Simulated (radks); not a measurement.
Values are calculated unless marked as measured or tabulated.
Rb, 37 electrons, occupied as [Kr] 5p(1/2: 1, 3/2: 0) (not the ground configuration).

Level of theory: Dirac Kohn-Sham, PBE, spin-unpolarised, spherical densities, finite nucleus; Fermi nuclear charge, rms radius 4.2036 fm (a radial shooting solver on a logarithmic mesh with Libxc functionals).

Energy parts (eV):
part                       energy
total                  -81127.215
kinetic                 83436.447
electron-nucleus      -195832.614
Hartree                 34011.036
exchange-correlation    -2742.085

Orbitals (lengths in bohr, moments of r in powers of bohr):
orbital,occ.,eigenvalue (eV),<r^4>,<r>,small-component weight
1s1/2,2,-15029.12,0.00001234,0.04029,1.81e-02
2s1/2,2,-2008.535,0.002398,0.1776,3.61e-03
2p1/2,2,-1821.831,0.001632,0.1523,3.61e-03
2p3/2,4,-1761.048,0.001781,0.1563,3.51e-03
3s1/2,2,-299.2695,0.1413,0.5104,8.97e-04
3p1/2,2,-232.3814,0.1570,0.5116,8.45e-04
3p3/2,4,-223.2511,0.1699,0.5221,8.20e-04
3d3/2,4,-106.2496,0.2346,0.5231,7.02e-04
3d5/2,6,-104.6996,0.2412,0.5269,6.95e-04
4s1/2,2,-33.2824,9.174,1.455,1.55e-04
4p1/2,2,-17.9318,18.83,1.694,1.16e-04
4p3/2,4,-17.0483,20.63,1.732,1.11e-04
5p1/2,1,-1.3513,5436,7.154,5.94e-06
5p3/2,0,-1.3191,5719,7.257,5.79e-06

The highest occupied level is 5p1/2 at -1.351 eV. The electron density at the nucleus is 5.494e+04 e/bohr^3. Summed over all electrons, <r^2> = 89.85 bohr^2, which gives a Langevin (diamagnetic) susceptibility term of -71.2 x 10^-6 cm^3/mol. The density falls to 0.001 e/bohr^3 at r = 3.88 bohr.
